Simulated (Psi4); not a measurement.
CH7BrGeN2 (SMILES [CH3][Ge]([NH2])([NH2])[Br]), singlet, geometry from GFN2-xTB, atoms displaced at random by about 0.08 Å a coordinate; PBE/STO-3G, gradient (Psi4).

The Psi4 input:
```
memory 2 GB

molecule mol {
0 1
C     1.831480    0.529375   -1.342489
Ge    0.133810    0.337088   -0.446802
N    -1.280585    0.060061   -1.713322
N    -0.181419    1.948427    0.408701
Br   -0.306819   -1.200769    1.012293
H     1.971545   -0.467254   -1.900166
H     2.007370    1.407424   -2.097502
H     2.636687    0.583020   -0.692825
H    -2.204109    0.176935   -1.329786
H    -1.245535    0.822268   -2.368737
H    -0.737077    2.117701    1.217389
H     0.151457    2.967455    0.034348
symmetry c1
no_reorient
no_com
}

set {
  basis sto-3g
  reference rks
}

gradient('pbe')
print_variables()
```

**Question.** Predict the main parts of the log of this Psi4 run.

**Answer.** 
```
gradient() will perform analytic gradient computation.

   => Loading Basis Set <=

    Name: STO-3G
    Role: ORBITAL
    Keyword: BASIS

         ---------------------------------------------------------
                                   SCF
               by Justin Turney, Rob Parrish, Andy Simmonett
                          and Daniel G. A. Smith
                              RKS Reference
         ---------------------------------------------------------

  ==> Geometry <==

    Molecular point group: c1
    Full point group: C1

    Geometry (in Angstrom), charge = 0, multiplicity = 1:

       Center              X                  Y                   Z               Mass
    ------------   -----------------  -----------------  -----------------  -----------------
         C            1.831480000000     0.529375000000    -1.342489000000    12.000000000000
         GE           0.133810000000     0.337088000000    -0.446802000000    73.921177761000
         N           -1.280585000000     0.060061000000    -1.713322000000    14.003074004430
         N           -0.181419000000     1.948427000000     0.408701000000    14.003074004430
         BR          -0.306819000000    -1.200769000000     1.012293000000    78.918337600000
         H            1.971545000000    -0.467254000000    -1.900166000000     1.007825032230
         H            2.007370000000     1.407424000000    -2.097502000000     1.007825032230
         H            2.636687000000     0.583020000000    -0.692825000000     1.007825032230
         H           -2.204109000000     0.176935000000    -1.329786000000     1.007825032230
         H           -1.245535000000     0.822268000000    -2.368737000000     1.007825032230
         H           -0.737077000000     2.117701000000     1.217389000000     1.007825032230
         H            0.151457000000     2.967455000000     0.034348000000     1.007825032230

  Running in c1 symmetry.

  Rotational constants: A =      0.10494  B =      0.04375  C =      0.04321 [cm^-1]
  Rotational constants: A =   3146.00868  B =   1311.56684  C =   1295.32866 [MHz]
  Nuclear repulsion =  708.018106136107690

  Charge       = 0
  Multiplicity = 1
  Electrons    = 94
  Nalpha       = 47
  Nbeta        = 47

  ==> Algorithm <==

  SCF Algorithm Type is DF.
  DIIS enabled.
  MOM disabled.
  Fractional occupation disabled.
  Guess Type is SAD.
  Energy threshold   = 1.00e-08
  Density threshold  = 1.00e-08
  Integral threshold = 1.00e-12

[...]
  @DF-RKS Final Energy: -4747.96750920971499
    Total Energy =                      -4747.9675092097149900
[...]
    S. Lehtola, C. Steigemann, M. J. T. Oliveira, and M. A. L. Marques,  SoftwareX 7, 1–5 (2018) (10.1016/j.softx.2017.11.002)

   => Composite Functional: PBE <=

    PBE GGA Exchange-Correlation Functional

    J.P. Perdew et. al., Phys. Rev. Lett., 77(18), 3865-3868, 1996

    Deriv               =              1
    GGA                 =           TRUE
    Meta                =          FALSE

    Exchange Hybrid     =          FALSE
    MP2 Hybrid          =          FALSE

   => Exchange Functionals <=

    1.0000     XC_GGA_X_PBE

   => Correlation Functionals <=

    1.0000     XC_GGA_C_PBE

   => LibXC Density Thresholds  <==

    XC_GGA_C_PBE:  1.00E-12
    XC_GGA_X_PBE:  1.00E-15

   => Molecular Quadrature <=

    Radial Scheme          =       TREUTLER
    Pruning Scheme         =           NONE
    Nuclear Scheme         =       TREUTLER

    Blocking Scheme        =         OCTREE
    BS radius alpha        =              1
    Pruning alpha          =              1
    Radial Points          =             75
    Spherical Points       =            302
    Total Points           =         253425
    Total Blocks           =           1932
    Max Points             =            256
    Max Functions          =             53
    Weights Tolerance      =       1.00E-15

  -Total Gradient:
     Atom            X                  Y                   Z
    ------   -----------------  -----------------  -----------------
       1        0.050637239950     0.018674461587     0.067253412842
       2        0.020608764637    -0.084800924592     0.026837050921
       3       -0.070225095629     0.039260302682    -0.019763367774
       4       -0.056084556973    -0.021474080313     0.075104183290
       5        0.001517551890     0.024380937848    -0.023077726992
       6       -0.001429315208    -0.029996326484    -0.006215069158
       7        0.018683526992     0.032099537165    -0.025514187003
       8       -0.044382641403    -0.003378104781    -0.045138325724
       9        0.042962330432    -0.002417893657    -0.031893050446
      10       -0.006805910026    -0.038630533736     0.038508844236
      11        0.030443304316     0.001507472812    -0.039932053334
      12        0.013953171930     0.064571171876    -0.015973928430

  Variable Map:
  ----------------------------------------------------------------------------
[...]
  Array Variable Map:
  ----------------------------------------------------------------------------
[...]
[...]
```
